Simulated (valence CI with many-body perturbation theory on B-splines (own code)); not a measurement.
**E1 line list for Cr XVIII**

Calculated by valence CI with perturbative core correlation (CI+MBPT): five valence electrons over a frozen Dirac-Fock core [He], a basis of 9 s, 9 p, 8 d, 6 f, 3 g, 1 h functions for each j, with the one-electron correlation potential Σ1 (screened to all orders), the two-electron term Σ2, the three-electron term Σ3, Breit, model QED; selected single and double excitations, second order for the rest (own B-spline code, finite nucleus).

No measured spectrum was set against this ion. As an estimate, levels of excited configurations hold to 0.05 to 0.15 % of their energy, terms of the ground configuration to about 0.5 %. Among the levels kept, up to 2000 cm⁻¹ of a level comes from second order outside the variational space, and about a tenth of that is noise between levels of different J, which matters for small intervals.

Lines 51 to 100 of 273 in falling wavelength, among levels below 60.510 Ry, chosen from the strongest by gf and those to the six lowest levels. Wavelengths and rates use the calculated energies, so an error of 600 cm⁻¹ moves a line at 424.8 Å by 0.25 % and its rate by three times that or more. Electric multipoles are in the length gauge, E1 and E2 with the static RPA response of the core. Weak lines are less certain than strong ones. Lines between different terms over intervals too small for the method are left out, as are lines whose strength nearly cancels. The highest levels of a list are the least certain.

Names give the largest LS component (configuration and term), which can be under half, so a name can repeat, a term be missing and a line seem to break the LS rules; names also repeat where a configuration has a term twice. Letters in brackets count levels of one name in rising energy.

```csv
λ vac (Å),Upper,Lower,A (s⁻¹),S (a.u.)
424.8,2s2 2p2 3p 2D°_3/2 [a],2s2 2p2 3s 4P_3/2,5.81e+08,8.80e-02
424.0,2s2 2p2 3d 2F_5/2 [a],2s2 2p2 3p 4D°_5/2,5.60e+08,1.27e-01
422.6,2s2 2p2 3d 4D_7/2,2s2 2p2 3p 4P°_5/2,1.95e+09,5.81e-01
419.9,2s2 2p2 3d 4P_3/2,2s2 2p2 3p 4S°_3/2,1.46e+09,2.13e-01
419.5,2s2 2p2 3d 2F_5/2 [a],2s2 2p2 3p 4P°_3/2,1.94e+09,4.25e-01
417.3,2s2 2p2 3p 2D°_5/2 [b],2s2 2p2 3s 2D_5/2,2.38e+09,5.13e-01
410.9,2s2 2p2 3d 4D_3/2,2s2 2p2 3p 4P°_1/2,1.61e+09,2.20e-01
409.4,2s2 2p2 3d 4P_1/2,2s2 2p2 3p 4S°_3/2,1.82e+09,1.23e-01
408.0,2s2 2p2 3p 2P°_1/2 [b],2s2 2p2 3s 2D_3/2,2.31e+09,1.55e-01
406.3,2s2 2p2 3d 4F_3/2,2s2 2p2 3p 4D°_1/2,2.33e+09,3.09e-01
406.0,2s2 2p2 3d 2D_3/2 [a],2s2 2p2 3p 2P°_1/2 [a],1.30e+09,1.71e-01
398.8,2s2 2p2 3p 2D°_5/2 [a],2s2 2p2 3s 4P_5/2,7.49e+08,1.41e-01
391.5,2s2 2p2 3p 2P°_3/2 [a],2s2 2p2 3s 2P_1/2,8.59e+08,1.02e-01
387.6,2s2 2p2 3d 2P_3/2 [a],2s2 2p2 3p 2S°_1/2,1.56e+09,1.79e-01
382.7,2s2 2p2 3d 2F_7/2 [b],2s2 2p2 3p 2F°_7/2,7.93e+08,1.75e-01
380.3,2s2 2p2 3d 2D_5/2 [a],2s2 2p2 3p 2P°_3/2 [a],2.56e+09,4.17e-01
377.8,2s2 2p2 3p 4S°_3/2,2s2 2p2 3s 4P_3/2,7.15e+08,7.61e-02
377.4,2s2 2p2 3d 4D_1/2,2s2 2p2 3p 2S°_1/2,1.77e+09,9.40e-02
374.9,2s2 2p2 3d 4P_5/2,2s2 2p2 3p 4P°_5/2,1.68e+09,2.62e-01
373.3,2s2 2p2 3d 2D_5/2 [c],2s2 2p2 3p 2D°_3/2 [b],6.03e+08,9.29e-02
369.9,2s2 2p2 3p 2P°_1/2 [a],2s2 2p2 3s 2P_1/2,1.47e+09,7.35e-02
361.5,2s2 2p2 3d 4P_3/2,2s2 2p2 3p 4P°_5/2,1.00e+09,9.34e-02
348.2,2s2 2p2 3p 2P°_3/2 [b],2s2 2p2 3s 2D_3/2,3.62e+09,3.01e-01
340.5,2s2 2p2 3p 2P°_3/2 [b],2s2 2p2 3s 2D_5/2,1.75e+09,1.36e-01
338.0,2s2 2p2 3d 2D_5/2 [c],2s2 2p2 3p 2F°_5/2,1.30e+09,1.49e-01
322.7,2s2 2p2 3d 2D_3/2 [a],2s2 2p2 3p 2D°_3/2 [a],1.25e+09,8.30e-02
314.0,2s2 2p2 3d 2D_5/2 [b],2s2 2p2 3p 2D°_5/2 [a],7.89e+08,7.24e-02
312.5,2s2 2p2 3p 2D°_5/2 [b],2s2 2p2 3s 2P_3/2,2.17e+09,1.96e-01
301.2,2s2 2p2 3p 2P°_1/2 [b],2s2 2p2 3s 2P_3/2,2.87e+09,7.75e-02
291.1,2s2 2p2 3p 2D°_3/2 [b],2s2 2p2 3s 2P_1/2,2.14e+09,1.04e-01
273.9,2s 2p3 3p 4P_5/2,2s2 2p2 3p 4S°_3/2,1.55e+09,9.44e-02
273.2,2s 2p3 3p 4P_3/2,2s2 2p2 3p 4S°_3/2,1.58e+09,6.35e-02
248.4,2s 2p4 4P_5/2,2s2 2p3 2P°_3/2,1.83e+07,8.31e-04
222.4,2s 2p4 4P_3/2,2s2 2p3 2P°_3/2,9.36e+07,2.03e-03
197.8,2s 2p4 4P_1/2,2s2 2p3 2P°_1/2,9.00e+07,6.87e-04
193.6,2s 2p4 4P_5/2,2s2 2p3 2D°_5/2,1.29e+08,2.77e-03
184.8,2s 2p4 4P_5/2,2s2 2p3 2D°_3/2,2.19e+08,4.09e-03
165.1,2s 2p4 4P_1/2,2s2 2p3 2D°_3/2,1.07e+08,4.76e-04
160.9,2s 2p3 3s 4D°_7/2,2s2 2p2 3s 4P_5/2,8.50e+09,1.40e-01
157.4,2p5 2P°_3/2,2s 2p4 2P_3/2,2.42e+10,1.86e-01
155.7,2s 2p3 3s 4D°_5/2,2s2 2p2 3s 4P_3/2,1.05e+10,1.18e-01
155.5,2p5 2P°_1/2,2s 2p4 2P_1/2,2.43e+10,9.00e-02
151.9,2s 2p4 2D_3/2,2s2 2p3 2P°_3/2,4.14e+08,2.86e-03
150.0,2s 2p4 2D_5/2,2s2 2p3 2P°_3/2,4.76e+09,4.76e-02
149.8,2s 2p4 4P_5/2,2s2 2p3 4S°_3/2,1.04e+10,1.03e-01
147.8,2p5 2P°_3/2,2s 2p4 2S_1/2,6.57e+09,4.19e-02
146.3,2s 2p3 3s 4D°_3/2,2s2 2p2 3s 4P_1/2,7.95e+09,4.92e-02
145.9,2s 2p3 3s 4D°_1/2,2s2 2p2 3s 4P_1/2,1.18e+10,3.63e-02
143.5,2s 2p4 2D_3/2,2s2 2p3 2P°_1/2,2.52e+09,1.47e-02
140.8,2p5 2P°_1/2,2s 2p4 2P_3/2,2.28e+10,6.29e-02
```
